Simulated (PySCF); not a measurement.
Isomers of C7H10N2, from PBE0-D3(BJ)/def2-SVP geometry optimisation, gas phase (PySCF). One conformer each, no zero-point energy, no frequencies.

Question: Which isomer lies lower at this level?
A. `[CH3:1][c:2]1[cH:3][cH:4][n:5][n:6]1[CH:7]1[CH2:8][CH2:9]1` with N5–N6–C7–C8 52°: A = 2924, B = 1444, C = 1053 MHz, dipole 2.55 D
B. `[CH3:1][CH2:2][NH:3][c:4]1[cH:5][cH:6][cH:7][cH:8][n:9]1` with C1–C2–N3–C4 -78°, C2–N3–C4–C5 173°: A = 3935, B = 1074, C = 913.1 MHz, dipole 1.89 D

Answer: B. That is `CCNc1ccccn1`, 31.2 kcal/mol below the other.

```
       SMILES                                               mapped SMILES      E (Eh)  relative (kcal/mol)  relative (kJ/mol)  dipole (D)
  CCNc1ccccn1    [CH3:1][CH2:2][NH:3][c:4]1[cH:5][cH:6][cH:7][cH:8][n:9]1  -381.56828                  0.0                0.0        1.89
Cc1ccnn1C1CC1  [CH3:1][c:2]1[cH:3][cH:4][n:5][n:6]1[CH:7]1[CH2:8][CH2:9]1  -381.51863                 31.2              130.4        2.55
```

As drawn, the lower has an N–H bond, which the higher lacks; the higher has a three-membered ring and an N–N linkage, which the lower lacks.
